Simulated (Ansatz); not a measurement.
C₆H₁₇OSi₂ (SMILES [CH2][Si](C)(C)O[Si](C)(C)C), doublet, at a GFN2-xTB geometry. Base run: HF/STO-3G in Ansatz (an electronic-structure program).

Geometry (Å):
```xyz
26

C     -2.1146    -1.6546    -1.3132
Si    -1.5845    -0.4156    -0.0504
C     -2.3504     1.3078    -0.3667
C     -2.0264    -0.9573     1.7293
O      0.0406    -0.3017    -0.1548
Si     1.5482     0.3019    -0.0275
C      1.6876     1.8370    -1.1472
C      2.7254    -1.0792    -0.6009
C      1.8714     0.7715     1.7909
H     -1.4182    -2.1539    -1.9625
H     -3.1432    -1.9370    -1.4490
H     -3.4344     1.2621    -0.3703
H     -2.0497     2.0153     0.4004
H     -2.0312     1.7037    -1.3255
H     -3.0964    -1.0977     1.8410
H     -1.5398    -1.8937     1.9826
H     -1.7096    -0.2130     2.4537
H      1.4500     1.5910    -2.1778
H      2.6890     2.2552    -1.1314
H      1.0006     2.6169    -0.8325
H      2.6145    -1.9693     0.0106
H      3.7623    -0.7645    -0.5409
H      2.5262    -1.3635    -1.6295
H      1.1993     1.5587     2.1198
H      2.8870     1.1244     1.9399
H      1.7202    -0.0809     2.4465
```
Charge 0, spin multiplicity 2.
Orbitals are unrestricted.
All else is at Ansatz's defaults.
Base energy -879.50755 Eh.

Variants of this job, named by their change:

| change | ΔE vs base (mEh) |
|---|---|
| base | 0.000 |
| fitting.mean_field = def2-universal-JKFIT | -1.409 |
| lower_state_search = light | 0.000 |
| fitting.mean_field = cc-pVTZ-JKFIT | -0.168 |
| nuclear_model = gaussian | 0.246 |
| forces = on | 0.000 |
| point_charge = charge:1.0 position_ang:1.1116, -6.8087, 1.1767 | -1.166 |
| accuracy = high | -0.054 |
| point_charge = charge:0.5 position_ang:4.5744, 1.6164, 5.2801 | -0.544 |
| point_charge = charge:-1.0 position_ang:-5.0461, 4.9626, 0.6917 | -0.918 |
| lower_state_search = full | 0.000 |
